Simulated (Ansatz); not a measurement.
C$_{2}$H$_{7}$AlClInSi (`[SiH3][AlH]/[C]([InH2])=C/Cl`). Charge 0, multiplicity 1. Correlated methods include outer-core shells of In, which these sets cover unevenly. In: def2 effective core potential.

Z-matrix (Å, degrees):
```
Si
Al 1 2.458
H 1 1.490 2 116.0
H 1 1.490 2 116.1 3 128.2
H 1 1.511 2 104.8 3 -115.8
C 2 1.924 1 106.9 3 115.7
H 2 1.588 1 127.3 3 -64.4
C 6 1.321 2 124.0 1 -179.9
In 6 2.169 2 118.7 1 0.1
Cl 8 1.768 6 122.5 2 180.0
H 8 1.087 6 128.6 2 -0.0
H 9 1.721 6 117.8 2 90.0
H 9 1.721 6 117.8 2 -90.0
```

**Question.** Give the diagnostics of a CCSD(T)/def2-TZVPP run (frozen core, Ansatz 0.2.0). (An estimate is asked.)

**Answer.** Computed: T1 = 0.0141, largest single amplitude 0.019, largest double 0.039, (T) share of the correlation energy 4.1 %, 9 CCSD cycles. The RHF solution is stable towards an unrestricted one. T1 lies under the customary mark of 0.02 for closed shells.
